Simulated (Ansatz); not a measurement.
A run for Ansatz (a quantum-chemistry and plane-wave program): R-B3LYP-D3(BJ)/def2-SVP on NH3 (SMILES N).

Ansatz 0.2 input:
```yaml
crystal:
  periodic: [false, false, false]
  atoms:
    - {symbol: N, position_ang: [0.00000000, -0.00000000, 0.29120000]}
    - {symbol: H, position_ang: [0.00000000, 0.93970000, -0.09710000]}
    - {symbol: H, position_ang: [0.81380000, -0.46990000, -0.09710000]}
    - {symbol: H, position_ang: [-0.81380000, -0.46990000, -0.09710000]}
basis:
  gaussian:
    orbitals: def2-SVP
hamiltonian:
  xc: b3lyp
  dispersion: d3bj
relax: {f_tol: 0.004, max_steps: 120}
scf: {lower_state_search: off}
```

It printed:

```
WARN ansatz: RAYON_NUM_THREADS=4 ignored (pool sized by the plan → 4); use --threads N
Functional definition: B3LYP
these checks for a lower state are left out or cut short: stability, starts, cluster_reference, orbital_swaps, neighbouring_geometries, increment
integrals: 0.00 GiB planned
322 factors; integrals over basis functions are off by at most 2.7e-4 eV
mean field: 0.06 GiB planned
mean field evaluation 1: about -1532.6075 eV, gradient 5.1e1 eV
mean field evaluation 2: about -1528.2149 eV, gradient 6.6e1 eV
mean field evaluation 4: about -1537.6980 eV, gradient 1.6e-1 eV
mean field evaluation 8: about -1537.6979 eV, gradient 1.6e-3 eV
mean field -1537.69787565 eV, -56.5093546412 hartree, gradient 7.2e-6 eV, S^2 0.000000; 0 other end points of the search recorded, 0 dependent functions left out
the calculation of the forces begins
reference -1537.69803155 eV, -56.5093603702 hartree; 5, 5 occupied and 24, 24 virtual orbitals, 322 factors
relax step   1: F+E_penalty+E_count = -1537.73105639 eV  Δ(F+E_penalty+E_count) = +0.000e0 eV  max|allowed force component| = 3.597e-1 eV/Å  Δτ_max = 0.0000 Å  (12 SCF iters, accepted)
these checks for a lower state are left out or cut short: stability, starts, cluster_reference, orbital_swaps, neighbouring_geometries, increment
integrals: 0.00 GiB planned
322 factors; integrals over basis functions are off by at most 2.7e-4 eV
mean field: 0.06 GiB planned
mean field evaluation 16: about -1537.7002 eV, gradient 5.8e-4 eV
mean field -1537.69996307 eV, -56.5094313525 hartree, gradient 2.8e-6 eV, S^2 0.000000; 0 other end points of the search recorded, 0 dependent functions left out
the calculation of the forces begins
reference -1537.70011878 eV, -56.5094370745 hartree; 5, 5 occupied and 24, 24 virtual orbitals, 322 factors
relax step   2: F+E_penalty+E_count = -1537.73314390 eV  Δ(F+E_penalty+E_count) = -2.088e-3 eV  max|allowed force component| = 1.874e-1 eV/Å  Δτ_max = 0.0050 Å  (16 SCF iters, accepted)
these checks for a lower state are left out or cut short: stability, starts, cluster_reference, orbital_swaps, neighbouring_geometries, increment
integrals: 0.00 GiB planned
322 factors; integrals over basis functions are off by at most 2.8e-4 eV
mean field: 0.06 GiB planned
mean field -1537.70094904 eV, -56.5094675860 hartree, gradient 2.7e-6 eV, S^2 0.000000; 0 other end points of the search recorded, 0 dependent functions left out
the calculation of the forces begins
reference -1537.70110429 eV, -56.5094732915 hartree; 5, 5 occupied and 24, 24 virtual orbitals, 322 factors
relax step   3: F+E_penalty+E_count = -1537.73413231 eV  Δ(F+E_penalty+E_count) = -9.884e-4 eV  max|allowed force component| = 2.621e-2 eV/Å  Δτ_max = 0.0079 Å  (16 SCF iters, accepted)
these checks for a lower state are left out or cut short: stability, starts, cluster_reference, orbital_swaps, neighbouring_geometries, increment
integrals: 0.00 GiB planned
322 factors; integrals over basis functions are off by at most 2.8e-4 eV
mean field: 0.06 GiB planned
mean field evaluation 32: about -1537.7009 eV, gradient 1.7e-1 eV
mean field -1537.70101334 eV, -56.5094699491 hartree, gradient 1.2e-6 eV, S^2 0.000000; 0 other end points of the search recorded, 0 dependent functions left out
the calculation of the forces begins
reference -1537.70116845 eV, -56.5094756492 hartree; 5, 5 occupied and 24, 24 virtual orbitals, 322 factors
relax step   4: F+E_penalty+E_count = -1537.73419829 eV  Δ(F+E_penalty+E_count) = -6.597e-5 eV  max|allowed force component| = 2.940e-3 eV/Å  Δτ_max = 0.0021 Å  (12 SCF iters, accepted)
Total energy: -1537.73435339 eV, -56.5106951735 hartree
Atom 0 at     0.000000    -0.000024     0.306271 Å, force     0.000000     0.000071     0.000170 eV/Å
Atom 1 at     0.000000     0.937475    -0.102130 Å, force     0.000000     0.002940    -0.000036 eV/Å
Atom 2 at     0.811901    -0.468775    -0.102120 Å, force     0.002574    -0.001506    -0.000067 eV/Å
Atom 3 at    -0.811901    -0.468775    -0.102120 Å, force    -0.002574    -0.001506    -0.000067 eV/Å
Dipole moment:    -0.000000    -0.000002    -0.365861 e Å
Checks for a lower state left out: stability, starts, cluster_reference, orbital_swaps, neighbouring_geometries, increment
```

The calculation finished and met its thresholds.

Cost: very roughly 1.7 core-seconds.
